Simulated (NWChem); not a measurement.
# CH5ClO2Si; SMILES C[Si](O)(Cl)O

```xyz
10

C      1.6904     1.0797    -0.2610
Si    -0.0152     0.4140    -0.0322
O     -1.0768     0.8293    -1.2324
O     -0.5832     0.9824     1.4046
Cl     0.0542    -1.6698    -0.0201
H      1.6614     2.1788    -0.3136
H      2.3319     0.7895     0.5842
H      2.1413     0.6964    -1.1880
H     -1.2824     0.1522    -1.8829
H     -1.5142     0.8286     1.5920
```
Atoms are numbered in this order, from 1.

Coordinates come from a PBE0/def2-SVP optimisation.

Problem. Give the principal values of the shielding tensors (ppm) of C1, Si2, O3, O4, Cl5 from KT2/pcSseg-1, GIAO (NWChem), with their diamagnetic and paramagnetic parts as GIAO splits them.

Solution. 
| atom | σ11 | σ22 | σ33 | isotropic | diamagnetic | paramagnetic |
|---|---|---|---|---|---|---|
| C1 | 175.7 | 178.9 | 194.0 | 182.9 | 256.9 | -74.0 |
| Si2 | 336.8 | 362.7 | 402.1 | 367.2 | 884.7 | -517.5 |
| O3 | 210.3 | 230.5 | 291.9 | 244.3 | 391.0 | -146.8 |
| O4 | 214.7 | 244.1 | 283.8 | 247.5 | 390.4 | -142.9 |
| Cl5 | 733.1 | 776.6 | 1031.0 | 846.9 | 1150.9 | -304.0 |
